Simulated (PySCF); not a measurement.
PySCF 2.14 output of an unrestricted BP86 calculation on a single atom or ion in aug-cc-pwCVTZ-X2C with one added diffuse shell each of s, p, d, f type (10s9p7d4f, 100 functions), with the spin-free X2C one-electron Hamiltonian (Gaussian nucleus):

```
SCF conv_tol = 1e-09
number electrons alpha = 10  beta = 10
    A. D. Becke.,  Phys. Rev. A 38, 3098 (1988)
    J. P. Perdew.,  Phys. Rev. B 33, 8822 (1986)
cycle= 1 E= -602.317503353288  delta_E= -0.0067  |g|= 0.0315  |ddm|= 0.987
cycle= 2 E= -602.316870629557  delta_E= 0.000633  |g|= 0.0367  |ddm|= 2.35
cycle= 3 E= -602.31941487708  delta_E= -0.00254  |g|= 0.00255  |ddm|= 1.79
cycle= 4 E= -602.319424737413  delta_E= -9.86e-06  |g|= 0.000283  |ddm|= 0.0508
cycle= 5 E= -602.319425058584  delta_E= -3.21e-07  |g|= 4.32e-05  |ddm|= 0.0207
cycle= 6 E= -602.319425079593  delta_E= -2.1e-08  |g|= 2.94e-05  |ddm|= 0.00627
cycle= 7 E= -602.319425084335  delta_E= -4.74e-09  |g|= 5.43e-06  |ddm|= 0.00322
cycle= 8 E= -602.319425084608  delta_E= -2.73e-10  |g|= 6.89e-07  |ddm|= 0.000461
converged SCF energy = -602.319425084608  <S^2> = -3.5527137e-14  2S+1 = 1
```

The run itself started from symmetry-adapted Hartree-Fock orbitals and held the occupation by maximum overlap, on a logarithmic radial grid, so the iterations belong to that start.

Problem. Which element, charge and spin multiplicity is this?

Solution. K⁻ (potassium, charge -1), multiplicity 1; the state was [Ar] 4s2, closed-shell 1S.

At BP86 the highest occupied level has a positive energy, so only the finite basis holds that electron; in a semilocal or global hybrid functional this comes from self-interaction and does not mean that the real anion is unbound.
